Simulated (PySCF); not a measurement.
Correlation energy of Ne⁺ (neon, charge +1)

[He] 2s2 2p5, 2P determinant. Computed with PySCF 2.14 in cc-pVDZ-DK, with the spin-free X2C one-electron Hamiltonian (Gaussian nucleus). Frozen: 1s2; 7 electrons correlated.

MP2 pair energies summed by pair of shells (mhartree):

| pair | energy | share (%) |
| --- | --- | --- |
| 2p-2p | -86.57 | 64.6 |
| 2s-2p | -40.12 | 29.9 |
| 2s-2s | -7.29 | 5.4 |

Total MP2 correlation energy: -133.97 mhartree.

Same-spin part -33.66 and opposite-spin part -100.31 mhartree; SCS-MP2 scales them by 1/3 and 6/5 to -131.59 mhartree.

| level | correlation energy (mhartree) |
| --- | --- |
| CCSD | -144.24 |
| (T) | -1.02 |
| CCSD(T) | -145.26 |

Diagnostics: T1 = 0.0031, D1 = 0.0051, largest double amplitude 0.038.

Question: Is a single reference adequate?

Answer: Yes: T1 lies below 0.03 and no double amplitude reaches 0.07.
